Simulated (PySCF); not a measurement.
Delta-SCF ions had no search for a lower state. 

Cartesian coordinates (Å):
SMILES: OC[SiH]=[SiH2]
```xyz
10

O      1.9477    -0.0430    -0.8269
C      1.2178     0.3063     0.3511
Si    -0.3362    -0.7664     0.4809
Si    -2.2850     0.0525     0.0495
H      2.7890     0.4280    -0.8208
H      0.9106     1.3594     0.3461
H      1.8222     0.1498     1.2543
H     -0.0678    -2.2046     0.2677
H     -2.5115     1.4900     0.3174
H     -3.4868    -0.7719     0.2995
```
Charge 0, spin multiplicity 1.

Q: What is the computed HOMO, vertical ionisation energy (Delta-SCF) and HOMO–LUMO gap (TPSSh-D3(BJ)/def2-TZVP // B3LYP-D3(BJ)/def2-TZVP in PySCF)?

A: 
```
Quantity                                   Value
--------------------------------------  --------
HOMO                                    -5.46 eV
vertical ionisation energy (Delta-SCF)   7.73 eV
HOMO–LUMO gap                            3.25 eV
```
